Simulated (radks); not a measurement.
The numbers below are computed, except where a source is named.
Species: Mn. Configuration: [Ar] 3d(3/2: 4, 5/2: 2) 4s1 (not the ground configuration). Level of theory: Dirac Kohn-Sham, relativistic LDA (MacDonald-Vosko exchange, VWN5 correlation), spin-unpolarised, spherical densities, finite nucleus; Fermi nuclear charge, rms radius 3.7057 fm (a radial shooting solver on a logarithmic mesh with Libxc functionals).

Spin-orbit splittings of the eigenvalues, e(l+1/2) - e(l-1/2), with zeta = 2 splitting/(2l+1) and mean radii in bohr:

| shell | occ. | splitting (eV) | zeta (eV) | <r> j=l-1/2 | <r> j=l+1/2 |
|---|---|---|---|---|---|
| 2p | 6 | 10.37 | 6.913 | 0.2455 | 0.2485 |
| 3p | 6 | 1.256 | 0.8375 | 0.9075 | 0.9172 |
| 3d | 6 | 0.1046 | 0.04184 | 1.373 | 1.384 |
